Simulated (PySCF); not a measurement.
Cl₃Sb, SMILES [Cl][Sb-]([Cl])[Cl], charge -1, multiplicity 2. The structure is a stationary point at PBE0-D3(BJ)/def2-SVPD. The def2 effective core potentials stand for the cores of Sb; spin–orbit coupling is left out.

Computed equilibrium geometry at PBE0-D3(BJ)/def2-SVPD (PySCF confirms it by a frequency run) as Cartesian coordinates in Å, and its point group:
point group C2v.
```xyz
4

Sb     0.0000     0.0000    -0.3613
Cl     0.0000     0.0000     2.0751
Cl     0.0000    -2.6156    -0.4957
Cl     0.0000     2.6156    -0.4957
```
Charge -1, spin multiplicity 2.
